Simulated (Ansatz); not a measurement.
Computed with Ansatz on PBE0-D4/def2-TZVP structures; ΔE is electronic, products minus reactants. CCSD(T)/CBS is the MP2 limit (def2-TZVPP, def2-QZVPP) plus CCSD(T) − MP2 in def2-TZVPP, frozen cores. This one scheme is used for every species. For Zn outer-core shells are correlated without core-valence functions, which leaves a few kJ/mol of doubt a bond. Scalar relativity is left out up to krypton. One conformer a species, not always the lowest.

`[F][Zn][CH2]BCl` + H₂ → `[F][ZnH]` + `CBCl`  (hydrogenolysis of a Zn–C bond)

`[F][Zn][CH2]BCl`:

```xyz
8

F     1.343   -2.008    2.205
Zn    0.785   -0.722    1.157
C     0.208    0.751    0.035
B    -0.629    0.034   -1.010
Cl   -2.355   -0.236   -0.762
H    -0.322    1.421    0.716
H     1.138    1.190   -0.332
H    -0.168   -0.431   -2.009
```

H₂:

Cartesian coordinates in Å:
```
H 0.240 -0.108 0.264
H -0.240 0.108 -0.264
```

`[F][ZnH]`:

```xyz
3

F    -0.359    0.249   -1.610
Zn    0.017   -0.012    0.078
H     0.342   -0.237    1.532
```

`CBCl`:

Z-matrix (Å, degrees):
```
C
B 1 1.548
H 1 1.097 2 109.5
H 1 1.090 2 114.9 3 123.3
H 1 1.097 2 108.9 3 -114.1
Cl 2 1.750 1 121.7 3 -125.1
H 2 1.194 1 122.7 3 55.2
```

| species | HF/def2-TZVPP energy (Eh) |
| --- | --- |
| `[F][Zn][CH2]BCl` | -2401.19993 |
| H₂ | -1.13290 |
| `[F][ZnH]` | -1877.88659 |
| `CBCl` | -524.45928 |

(1) Work out ΔE.

Largest T1 diagnostic among the species: 0.018.

## Answers

(1) ΔE = (-1877.88659) + (-524.45928) − (-2401.19993) − (-1.13290) = -0.01304 Eh = -34.2 kJ/mol. CCSD(T)/CBS gives -0.2 kJ/mol.

The D4 term adds +7.9 kJ/mol with B3LYP and +4.2 kJ/mol with PBE0; it sums over pairs of atoms, weighted by their polarisabilities, and B3LYP, whose exchange is more repulsive, gets the larger term. In def2-TZVPP, CCSD(T) changes the Hartree–Fock value by +31.2 kJ/mol (the triples alone add +6.4 kJ/mol) and MP2 by +41.6 kJ/mol. From PBE to PBE0 (25 % exact exchange), in def2-TZVPP and without D4, ΔE moves by −3.1 kJ/mol.

B3LYP here is the variant with VWN-RPA as its local correlation; programs differ in this.
